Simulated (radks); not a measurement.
Values are calculated unless marked as measured or tabulated.
Problem. The silver ion Ag11+ is in [Kr]. Code: a radial shooting solver on a logarithmic mesh with Libxc functionals. Model: scalar-relativistic Kohn-Sham, PBEsol, spin-polarised, spherical densities, finite nucleus; Fermi nuclear charge, rms radius of each element as measured or else 0.836 A^(1/3) + 0.57 fm. Open shells are filled with parallel spins first. One electron is removed from 3p, 4s, 3d, 4p in turn, with full relaxation. Which removal costs least, and what does each cost?

Solution. 4p 273.21 eV; 4s 314.08 eV; 3d 613.19 eV; 3p 809.18 eV. The 4p electron leaves first.
